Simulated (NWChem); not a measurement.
System: H4PO4 cation; SMILES O=P(O)(O)[OH2+]

```xyz
9

O      1.5612    -0.4392    -0.0540
P      0.2316     0.1473    -0.0146
O     -0.3858     0.8800     1.2194
O     -0.4761     0.8765    -1.1965
O     -0.8593    -1.3528     0.0098
H      0.1507     0.8897     2.0307
H     -0.1033     0.7376    -2.0842
H     -0.4357    -2.2121     0.1971
H     -1.8064    -1.3407     0.2459
```
Atoms are numbered in this order, from 1.

Geometry: optimised at PBE0/def2-SVP.

**Question.** List the 4 lowest vertical singlet excitations from LRC-wPBEh/def2-SVP, full TDDFT (NWChem).

**Answer.** 
```json
[
 {"state": "S1", "energy (eV)": "8.06", "oscillator strength": "0.024", "leading excitation (squared amplitude)": "HOMO → LUMO (0.90)"},
 {"state": "S2", "energy (eV)": "8.32", "oscillator strength": "0.036", "leading excitation (squared amplitude)": "HOMO−1 → LUMO (0.87)"},
 {"state": "S3", "energy (eV)": "8.72", "oscillator strength": "0.008", "leading excitation (squared amplitude)": "HOMO → LUMO+1 (0.78)"},
 {"state": "S4", "energy (eV)": "9.26", "oscillator strength": "0.001", "leading excitation (squared amplitude)": "HOMO−2 → LUMO (0.88)"}
]
```
